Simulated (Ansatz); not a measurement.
Reaction (ligand exchange at the Si–O bond): `C[SiH](Cl)OC=S` + `S[SiH2]Cl` → `C[SiH](Cl)S[SiH2]Cl` + `OC=S`

Program: Ansatz. Geometries: PBE0-D4/def2-TZVP. ΔE: electronic, gas phase. CCSD(T)/CBS is the MP2 limit (def2-TZVPP, def2-QZVPP) plus CCSD(T) − MP2 in def2-TZVPP, frozen cores. This one scheme is used for every species. Functionals use def2-TZVPP. B3LYP here is the variant with VWN-RPA as its local correlation; programs differ in this. Each species was taken in one conformer, which may not be the lowest.

```
             level  ΔE (kJ/mol)  difference from CCSD(T)/CBS
            PBE-D4         10.5                        -14.1
         r2SCAN-D4         21.5                         -3.1
           PBE0-D4         13.9                        -10.7
          B3LYP-D4         25.7                          1.1
           ωB97X-V         25.7                          1.1
           ωB97M-V         24.7                          0.1
            B2PLYP         33.1                          8.5
               PBE         17.0                         -7.6
            r2SCAN         23.0                         -1.6
              PBE0         19.8                         -4.8
             B3LYP         36.5                         11.9
     HF/def2-TZVPP         48.9                         24.3
    MP2/def2-TZVPP         23.4                         -1.2
SCS-MP2/def2-TZVPP         30.3                          5.7
   CCSD/def2-TZVPP         33.4                          8.8
CCSD(T)/def2-TZVPP         29.3                          4.7
     HF/def2-QZVPP         50.3                         25.7
    MP2/def2-QZVPP         21.2                         -3.4
SCS-MP2/def2-QZVPP         28.2                          3.6
      HF/CBS(def2)         50.5                         25.9
     MP2/CBS(def2)         18.7                         -5.9
    CCSD/CBS(def2)         28.7                          4.1
       CCSD(T)/CBS         24.6                            0
```

Largest T1 diagnostic among the species: 0.018.

In def2-TZVPP, CCSD(T) changes the Hartree–Fock value by −19.6 kJ/mol (the triples alone add −4.1 kJ/mol) and MP2 by −25.5 kJ/mol. The D4 term adds −10.8 kJ/mol with B3LYP and −5.9 kJ/mol with PBE0; it sums over pairs of atoms, weighted by their polarisabilities, and B3LYP, whose exchange is more repulsive, gets the larger term.
